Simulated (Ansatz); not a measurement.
# Molecular dynamics of C2H4AlN

Input file:

```yaml
crystal:
  periodic: [false, false, false]
  atoms:
    - { symbol: C, position_ang: [0.919705, 2.005622, -1.217509] }
    - { symbol: C, position_ang: [0.725316, 1.179137, -0.350617] }
    - { symbol: Al, position_ang: [0.564184, -0.02521, 1.14928] }
    - { symbol: "N", position_ang: [-0.595689, -1.378269, 0.405624] }
    - { symbol: H, position_ang: [1.074295, 2.736411, -1.997579] }
    - { symbol: H, position_ang: [-0.83444, -0.765017, 1.632906] }
    - { symbol: H, position_ang: [-0.496761, -2.373121, 0.747347] }
    - { symbol: H, position_ang: [-1.264508, -1.436651, -0.425253] }
basis:
  gaussian: { orbitals: STO-3G }
hamiltonian:
  xc: b3lyp
md:
  timestep: 0.5
  n_steps: 200
  ensemble: nve
  temperature: 100.0
  initial_velocities: maxwell_boltzmann
  seed: 8945
```

Run as:

```bash
$ ansatz run input.yaml --threads 1 --pin off --max-ram 2048MiB --backend cpu --events-out ev --progress --plain --runs-dir out
```

It starts at the highest image of a converged band. Of that band: The profile has 2 maxima (images 1, 3) with wells between them (image 2): this band takes more than one step, which may be the mechanism or a detour left from its start path. Neighbouring images differ by up to 4.3 eV, so the band resolves the path poorly. A vibrational analysis at the climbing image gives one clearly imaginary mode, 1430i cm⁻¹: a first-order saddle point.

Output, in part (one step line in 7, the closing report, with atoms numbered from 0):

```
md step     0: t =     0.00 fs  T =   100.0 K  F+E_penalty+E_count = -10095.81385393 eV  E_kin = 0.077556 eV  conserved = -10095.73629793 eV  (22 SCF iters)
md step     7: t =     3.50 fs  T =    59.1 K  F+E_penalty+E_count = -10095.78151601 eV  E_kin = 0.045865 eV  conserved = -10095.73565137 eV  (22 SCF iters)
md step    14: t =     7.00 fs  T =    25.5 K  F+E_penalty+E_count = -10095.75489288 eV  E_kin = 0.019778 eV  conserved = -10095.73511468 eV  (21 SCF iters)
md step    21: t =    10.50 fs  T =    41.1 K  F+E_penalty+E_count = -10095.76742879 eV  E_kin = 0.031866 eV  conserved = -10095.73556314 eV  (22 SCF iters)
md step    28: t =    14.00 fs  T =    76.9 K  F+E_penalty+E_count = -10095.79584663 eV  E_kin = 0.059669 eV  conserved = -10095.73617749 eV  (31 SCF iters)
md step    35: t =    17.50 fs  T =   112.9 K  F+E_penalty+E_count = -10095.82329449 eV  E_kin = 0.087566 eV  conserved = -10095.73572874 eV  (31 SCF iters)
md step    42: t =    21.00 fs  T =   363.7 K  F+E_penalty+E_count = -10096.01711111 eV  E_kin = 0.282054 eV  conserved = -10095.73505741 eV  (28 SCF iters)
md step    49: t =    24.50 fs  T =   801.3 K  F+E_penalty+E_count = -10096.35639166 eV  E_kin = 0.621453 eV  conserved = -10095.73493849 eV  (27 SCF iters)
md step    56: t =    28.00 fs  T =  1107.3 K  F+E_penalty+E_count = -10096.59536498 eV  E_kin = 0.858780 eV  conserved = -10095.73658542 eV  (23 SCF iters)
md step    63: t =    31.50 fs  T =  1536.6 K  F+E_penalty+E_count = -10096.92973063 eV  E_kin = 1.191722 eV  conserved = -10095.73800909 eV  (27 SCF iters)
md step    70: t =    35.00 fs  T =  1622.7 K  F+E_penalty+E_count = -10096.99439840 eV  E_kin = 1.258501 eV  conserved = -10095.73589734 eV  (27 SCF iters)
md step    77: t =    38.50 fs  T =  1310.5 K  F+E_penalty+E_count = -10096.75081147 eV  E_kin = 1.016337 eV  conserved = -10095.73447407 eV  (27 SCF iters)
md step    84: t =    42.00 fs  T =  1545.5 K  F+E_penalty+E_count = -10096.93767547 eV  E_kin = 1.198605 eV  conserved = -10095.73907014 eV  (27 SCF iters)
md step    91: t =    45.50 fs  T =  1299.6 K  F+E_penalty+E_count = -10096.74673853 eV  E_kin = 1.007908 eV  conserved = -10095.73883021 eV  (22 SCF iters)
md step    98: t =    49.00 fs  T =   909.6 K  F+E_penalty+E_count = -10096.44084300 eV  E_kin = 0.705444 eV  conserved = -10095.73539902 eV  (27 SCF iters)
md step   105: t =    52.50 fs  T =   958.5 K  F+E_penalty+E_count = -10096.47868367 eV  E_kin = 0.743395 eV  conserved = -10095.73528899 eV  (27 SCF iters)
md step   112: t =    56.00 fs  T =   712.5 K  F+E_penalty+E_count = -10096.28826244 eV  E_kin = 0.552565 eV  conserved = -10095.73569712 eV  (27 SCF iters)
md step   119: t =    59.50 fs  T =   903.7 K  F+E_penalty+E_count = -10096.43850155 eV  E_kin = 0.700852 eV  conserved = -10095.73764967 eV  (27 SCF iters)
md step   126: t =    63.00 fs  T =   877.6 K  F+E_penalty+E_count = -10096.41713564 eV  E_kin = 0.680655 eV  conserved = -10095.73648066 eV  (27 SCF iters)
md step   133: t =    66.50 fs  T =   728.5 K  F+E_penalty+E_count = -10096.30027677 eV  E_kin = 0.565014 eV  conserved = -10095.73526267 eV  (27 SCF iters)
md step   140: t =    70.00 fs  T =   795.4 K  F+E_penalty+E_count = -10096.35391813 eV  E_kin = 0.616894 eV  conserved = -10095.73702456 eV  (27 SCF iters)
md step   147: t =    73.50 fs  T =   676.3 K  F+E_penalty+E_count = -10096.26216291 eV  E_kin = 0.524541 eV  conserved = -10095.73762217 eV  (27 SCF iters)
md step   154: t =    77.00 fs  T =   815.7 K  F+E_penalty+E_count = -10096.37042247 eV  E_kin = 0.632655 eV  conserved = -10095.73776766 eV  (27 SCF iters)
md step   161: t =    80.50 fs  T =   656.9 K  F+E_penalty+E_count = -10096.24488806 eV  E_kin = 0.509454 eV  conserved = -10095.73543420 eV  (27 SCF iters)
md step   168: t =    84.00 fs  T =   583.9 K  F+E_penalty+E_count = -10096.18769336 eV  E_kin = 0.452817 eV  conserved = -10095.73487618 eV  (28 SCF iters)
md step   175: t =    87.50 fs  T =   969.2 K  F+E_penalty+E_count = -10096.49009275 eV  E_kin = 0.751635 eV  conserved = -10095.73845772 eV  (27 SCF iters)
md step   182: t =    91.00 fs  T =   780.3 K  F+E_penalty+E_count = -10096.34222581 eV  E_kin = 0.605162 eV  conserved = -10095.73706355 eV  (27 SCF iters)
md step   189: t =    94.50 fs  T =   707.8 K  F+E_penalty+E_count = -10096.28423582 eV  E_kin = 0.548927 eV  conserved = -10095.73530832 eV  (27 SCF iters)
md step   196: t =    98.00 fs  T =   628.8 K  F+E_penalty+E_count = -10096.22251893 eV  E_kin = 0.487653 eV  conserved = -10095.73486628 eV  (27 SCF iters)
md step   200: t =   100.00 fs  T =   681.3 K  F+E_penalty+E_count = -10096.26473338 eV  E_kin = 0.528388 eV  conserved = -10095.73634555 eV  (22 SCF iters)
Total energy: -10096.26495339 eV, -371.0308935429 hartree
Atom 0 at     0.759250     1.870678    -1.323101 Å, force    -0.319795    -1.307402     1.403773 eV/Å
Atom 1 at     0.729010     1.063300    -0.394415 Å, force     0.332193     0.612613     0.102394 eV/Å
Atom 2 at     1.101362     0.411083     1.532010 Å, force    -0.236004     0.254081    -1.046772 eV/Å
Atom 3 at    -1.363887    -1.940472     0.029589 Å, force     0.622890     3.004053     0.966770 eV/Å
Atom 4 at     0.679185     2.553350    -2.143468 Å, force     0.102503     0.288594    -0.412245 eV/Å
Atom 5 at    -2.289548    -1.686363    -0.414002 Å, force    -0.146754    -1.158457    -0.548318 eV/Å
Atom 6 at    -0.845517    -2.647092    -0.569592 Å, force    -0.443145     0.658298    -0.631224 eV/Å
Atom 7 at    -0.901730    -0.936199    -0.154814 Å, force     0.088112    -2.351780     0.165622 eV/Å
Dipole moment:     0.129743    -0.057319     0.212134 e Å
```

All steps were run. The conserved energy stayed within 0.47 meV per atom of its start (net change -0.006 meV per atom), so the integration is sound. The kinetic energy rose, since the run started high on the potential surface and went downhill. It ends in pieces (C2HAl + H3N), so much of that is their flight and rotation, not heat. A run of 0.1 ps of so small a system gives no equilibrium averages. The orbitals stay closed-shell, which can raise the energy where a bond breaks towards radicals; this wasn't checked here. Limits of this set-up: minimal basis.

Between its relaxed ends the band would form N4–H6 and break Al3–H6. These pairs go: N4–H6 1.39 → 1.06 Å, Al3–H6 1.65 → 4.44 Å. In the last frame they stand as after the step (other bonds may differ from the relaxed reactants and products). Also parted: Al3–N4 1.93 → 3.72 Å. It ends as C2HAl + H3N. Pairs count as bonded within 1.25 times the sum of covalent radii (0.12 Å more for H–H).

Last frame:

```xyz
8
Properties=species:S:1:pos:R:3
C 0.759 1.871 -1.323
C 0.729 1.063 -0.394
Al 1.101 0.411 1.532
N -1.364 -1.940 0.030
H 0.679 2.553 -2.143
H -2.289 -1.686 -0.414
H -0.846 -2.647 -0.570
H -0.902 -0.936 -0.155
```

Time of the run: 3.2 min on 1 thread of Arm Neoverse V2, with other jobs on the host, peak memory 0.08 GiB.
